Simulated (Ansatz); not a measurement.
## A barrier at the coupled-cluster level

Start structure (HfH2Cl4, singlet), relaxed at PBE0-D4/def2-TZVP:

Hf1  (-0.496, -0.680, -0.583)
Cl2  (1.269, 0.229, -1.784)
Cl3  (-1.572, -2.249, -1.905)
Cl4  (0.294, -1.726, 1.331)
Cl5  (-2.005, 0.984, -0.012)
H6  (1.334, 1.924, 1.174)
H7  (1.177, 1.517, 1.780)
(Å)

The step: HfCl₄ ([Cl][Hf]([Cl])([Cl])[Cl]) + H₂ → HfHCl₃ ([Cl][HfH]([Cl])[Cl]) + HCl (still joined by a long Hf–Cl bond); bonds formed: Hf1–H7, Cl2–H6; bonds broken: H6–H7; bonds weakened to dative contacts: Hf1–Cl2. Computed with Ansatz 0.2.0 (basis: def2-TZVPP and def2-QZVPP); correlated methods freeze the cores. Core potentials replace the inner electrons of the atoms past krypton. Extrapolation: Hartree–Fock as exp(−7.88 √X), correlation as X^−2.97. Energies below are by CCSD(T) at an estimated basis limit (MP2 extrapolated from triple and quadruple zeta, plus CCSD(T) − MP2 in triple zeta).

**Question.** What are the electronic barrier and the energy of the step, from the start structure to the end structure? (Judge from chemistry; the value comes from the calculation.)

**Answer.** By the calculation: Barrier 175.2 kJ/mol; step energy 172.1 kJ/mol (uphill); reverse barrier, their difference, 3.1 kJ/mol. Barrier and step energy count from the start structure, the reverse barrier from the end structure.

The saddle point: One imaginary mode of 240i cm⁻¹.
```
   pair  start (Å)  saddle (Å)  end (Å)
 Hf1–H7       3.63        1.86     1.84
 Cl2–H6       3.41        1.30     1.28
Hf1–Cl2       2.32        2.96     3.01
  H6–H7       0.75        1.84     2.35
```

Zero-point energy (harmonic, PBE0-D4): ZPE is 42.0 kJ/mol at the start and 46.4 kJ/mol at the saddle, so the barrier goes from 175.2 to 179.6 kJ/mol.

No T1 diagnostic of these runs exceeds 0.015.

Labels in which every atom is bracketed show which atoms are joined, not bond orders.

For scale, one of the runs: CCSD(T)/def2-TZVPP, 252 basis functions, launched by `ansatz run in.yaml --threads 8 --pin off --events-out ev --progress --plain --max-ram 19148MiB`. Hardware: 8 CPU threads of an Arm Neoverse V1, shared host. Wall time 2.4 min; peak host memory 5.5 GiB.
